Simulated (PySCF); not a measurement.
Job file and geometry (Å, from GFN2-xTB) of an NMR shielding run on SMILES C(C[SiH2]O[C@H](C)CO)#N, C$_{5}$H$_{11}$NO$_{2}$Si, PySCF, GIAO PBE0/pcSseg-1 NMR shielding, non-relativistic, gas phase; density fitting, a coarse starting grid and PySCF grid level 2 are the driver's defaults:

```
$ OMP_NUM_THREADS=1 python probes_run.py task.json out

{"job": {"kind": "nmr", "xc": "PBE0", "basis": "pcSseg-1"}, "charge": 0, "multiplicity": 1}
C     -2.074559    -1.335533    -0.900607
C     -1.155021    -0.904596     0.234565
C     -1.259441     0.596362     0.507167
O     -0.363913     0.890812     1.549329
O      0.161601    -1.249909    -0.085624
Si     1.582409    -0.758001     0.496675
C      2.322699     0.766149    -0.448135
C      1.655254     1.993867    -0.213350
N      1.072197     2.960519    -0.002620
H     -1.851674    -0.763493    -1.798035
H     -3.112645    -1.175589    -0.624359
H     -1.919562    -2.389609    -1.113256
H     -1.419059    -1.435745     1.159863
H     -0.996364     1.147219    -0.403288
H     -2.288421     0.848693     0.793804
H     -0.121159     1.825110     1.507218
H      2.381526    -1.876907    -0.007686
H      1.720323    -0.557830     1.931513
H      2.294673     0.557319    -1.519213
H      3.365989     0.871841    -0.151843
```

Q: What does the program print?

A: 
```
coarse grid: 17112 points
cycle   1  E = -690.9906076431  dE =  1.182e+00  |g| = 9.222e-01  |ddm| = 3.969e+00
cycle   2  E = -690.7167116031  dE =  2.739e-01  |g| = 1.506e+00  |ddm| = 2.081e+00
cycle   3  E = -691.1407210540  dE = -4.240e-01  |g| = 2.346e-01  |ddm| = 1.428e+00
cycle   4  E = -691.1505516256  dE = -9.831e-03  |g| = 1.058e-01  |ddm| = 2.077e-01
cycle   5  E = -691.1526708303  dE = -2.119e-03  |g| = 2.954e-02  |ddm| = 8.636e-02
cycle   6  E = -691.1528475821  dE = -1.768e-04  |g| = 6.395e-03  |ddm| = 2.557e-02
cycle   7  E = -691.1528543331  dE = -6.751e-06  |g| = 2.282e-03  |ddm| = 6.266e-03
final grid: 160472 points
cycle   8  E = -691.2260066511  dE = -3.877e-05  |g| = 1.304e-02  |ddm| = 3.474e-02
cycle   9  E = -691.2259696526  dE =  3.700e-05  |g| = 1.952e-02  |ddm| = 2.155e-02
cycle  10  E = -691.2260375812  dE = -6.793e-05  |g| = 1.626e-03  |ddm| = 1.385e-02
cycle  11  E = -691.2260381259  dE = -5.447e-07  |g| = 4.875e-04  |ddm| = 1.592e-03
cycle  12  E = -691.2260381621  dE = -3.618e-08  |g| = 2.682e-04  |ddm| = 4.940e-04
cycle  13  E = -691.2260381768  dE = -1.472e-08  |g| = 4.679e-05  |ddm| = 2.067e-04
cycle  14  E = -691.2260381772  dE = -4.295e-10  |g| = 1.596e-05  |ddm| = 5.181e-05
converged SCF energy = -691.2260381772

GIAO shielding tensors (ppm)
atom      isotropic    diamagn.    paramagn.     s11        s22        s33       span
  0 C      165.902     247.553     -81.651    149.529    159.037    189.139     39.610
  1 C      114.834     243.934    -129.100     91.810    107.241    145.452     53.643
  2 C      114.886     250.300    -135.414     92.520    107.145    144.994     52.474
  3 O      288.125     395.133    -107.007    238.617    271.924    353.835    115.218
  4 O      281.761     399.214    -117.453    248.395    272.861    324.026     75.631
  5 Si     385.686     880.677    -494.991    344.561    368.385    444.111     99.550
  6 C      181.408     258.577     -77.169    170.003    182.879    191.342     21.339
  7 C       57.821     264.130    -206.309    -65.177    -51.142    289.782    354.959
  8 N      -17.566     341.744    -359.310   -190.087   -164.065    301.453    491.541
  9 H       30.687      31.035      -0.348     26.746     29.735     35.581      8.835
 10 H       30.765      28.968       1.797     26.303     28.133     37.861     11.558
 11 H       30.012      28.891       1.121     25.875     27.740     36.423     10.548
 12 H       27.499      31.098      -3.599     23.924     25.897     32.676      8.753
 13 H       27.945      36.115      -8.170     23.956     28.246     31.634      7.678
 14 H       27.767      31.658      -3.891     22.484     28.085     32.731     10.247
 15 H       28.799      36.376      -7.577     20.909     23.428     42.059     21.150
 16 H       26.887      29.832      -2.944     22.360     25.552     32.750     10.390
 17 H       26.222      30.194      -3.972     23.077     24.281     31.310      8.233
 18 H       29.894      31.626      -1.732     26.173     27.562     35.949      9.776
 19 H       30.536      27.231       3.305     25.394     28.323     37.892     12.498
```

Q: Turn these shieldings into chemical shifts. References, each an isolated molecule treated in the same way: TMS for $^{13}$C (σ = 186.93 ppm), $^{29}$Si (σ = 349.16 ppm), $^{1}$H (σ = 31.72 ppm); $^{17}$O (σ = 336.08 ppm) against H2O; NH3 for $^{15}$N (σ = 267.73 ppm).

A: Averaging equivalent atoms: C 7: 129.1; C 1: 72.1; C 2: 72.0; C 0: 21.0; C 6: 5.5; O 4: 54.3; O 3: 48.0; Si 5: -36.5; N 8: 285.3; H 17: 5.49; H 16: 4.83; H 12: 4.22; H 14: 3.95; H 13: 3.77; H 15: 2.92; H 18: 1.82; H 9/10/11: 1.23; H 19: 1.18 ppm. Experimental scales use liquid or dissolved standards, which lie at an offset from isolated NH3 (liquid NH3: subtract about 20 ppm) and H2O (liquid H2O: subtract about 36 ppm). Unscaled 15N shifts of sp2 nitrogen come out 20 to 40 ppm too high even then.

Size and cost of the density-fitted run: 215 basis functions, 80 s wall time on 1 thread of an Arm Neoverse N1, shared host; peak memory 1 GiB.
